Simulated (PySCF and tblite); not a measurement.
Results of a calculation; reference values are marked as such.
C6H5NO3, numbered as in [CH2:1]=[CH:2][c:3]1[o:4][n:5][cH:6][c:7]1[O:8][CH:9]=[O:10].

Level: B3LYP-D3(BJ)/def2-SVP (IEF-PCM, cyclohexane)//GFN2-xTB, thermal terms from GFN2-xTB, symmetry numbers and mirror pairs counted. Conformers within 3 kcal/mol (GFN2-xTB free energy) were kept, 6 at most. GIAO shieldings: KT3/pcSseg-1 (IEF-PCM, cyclohexane). Shifts are against TMS (¹H), TMS (¹³C) at the same level. Programs: PySCF with density fitting and tblite.

Torsions listed: C1–C2–C3–O4, C3–C7–O8–C9, C7–O8–C9–O10. Of a mirror pair one member is shown.

```
conformer           shape   symmetry  E(GFN2) kcal/mol  E(DFT) kcal/mol
        1    0°, 180°, 0°         Cs              0.00             0.00
        2  180°, 180°, 0°         Cs              0.01             0.48
        3     2°, 50°, 0°  C1 (pair)              1.00             2.02
```

**Question.** How much do the weights at 298.15 K and the averaged shift of C2 depend on how the conformers are weighted?

**Answer.** 
| weighting | 1 (%) | 2 (%) | 3 (%) | δ (ppm) | rms dipole (D) |
| --- | --- | --- | --- | --- | --- |
| DFT energy with thermal terms, symmetry and mirror images (full scheme) | 69 | 27 | 4 | 117.4 | 3.92 |
| DFT energy with symmetry and mirror images | 66 | 29 | 4 | 117.5 | 3.93 |
| bare DFT energy | 68 | 30 | 2 | 117.5 | 3.95 |
| GFN2-xTB energy with symmetry and mirror images | 43 | 42 | 16 | 118.3 | 3.85 |
| GFN2-xTB free energy | 46 | 39 | 16 | 118.2 | 3.85 |
| leading conformer alone | 100 | 0 | 0 | 116.5 | 3.90 |
| equal weights | 33 | 33 | 33 | 118.6 | 3.66 |
| full scheme, search stopped after three starts | 72 | 28 | 0 | 117.3 | 3.96 |

The largest departure from the full scheme, 1.1 ppm, comes with: equal weights.


Conformer gaps in def2-SVP on xTB geometries can be 2 kcal/mol too large for S=O, P=O and other polar bonds.